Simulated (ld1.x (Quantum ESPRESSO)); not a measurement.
N (Z = 7): one change to a TM potential, before and after

* Element: nitrogen
* Generator: ld1.x (Quantum ESPRESSO) 7.5
* Type: norm-conserving Troullier–Martins (Kleinman–Bylander form)
* Functional: PBE
* Relativity: scalar-relativistic
* Frozen core: [He]
* Valence charge: 5
* Reference configuration: 2s2 2p3
* Partial waves: 2p (bound): rc 1.50 bohr; 2s (bound): rc 0.65 bohr
* Local potential: the s channel
* Core correction: none

All-electron outer shells of the reference configuration (PBE, scalar-relativistic, ld1.x):

| shell | level (eV) | outermost node (bohr) | outermost maximum (bohr) |
| --- | --- | --- | --- |
| 1s | -384.72 | – | 0.15 |
| 2s | -18.58 | 0.32 | 1.02 |
| 2p | -7.09 | – | 0.98 |

Change: wave 2p (bound): rc 1.50 bohr becomes 2p (bound): rc 1.88 bohr.

Cutoffs: the cutoffs (Ry, on a coarse ladder) from which the occupation-weighted sum of valence levels, in a spherical-Bessel basis at the reference potential, stays within 10 and 1 mRy of its value at 400 Ry; they do not see the model core or the augmentation charge, which bear on the density cutoff. Errors are all-electron minus pseudo energies relative to the spin-unpolarised reference configuration.

Problem. How do hardness, ghosts and transferability respond?

Solution. Of the 7 tests that both files solve, the error grows in 6 and shrinks in 1 by more than 15 % and 0.3 meV (median size 117.0 → 94.8 meV); neither file shows a bound ghost.

```tsv
quantity	base	changed
cutoff, loose	180 Ry	180 Ry
cutoff, tight	over 300 Ry	over 300 Ry
loose cutoff by channel (10 mRy a level)	p 45 Ry, s 140 Ry	p 35 Ry, s 140 Ry
bound ghosts	none	none
error for 2s2 2p2, meV [ΔE 13.59 eV]	+15	+32
error for 2s2 2p1, meV [ΔE 42.45 eV]	+151	+313
error for 2s2 2p0, meV [ΔE 89.53 eV]	+730	+1375
error for 2s2 2p2.5, meV [ΔE 5.09 eV]	+1.9	+4.2
error for 2s0 2p5, meV [ΔE 23.04 eV]	+117	+95
error for 2s1 2p3, meV [ΔE 25.37 eV]	+0.6	-41
error for 2s1 2p0, meV [ΔE 167.35 eV]	+1207	+2249
```
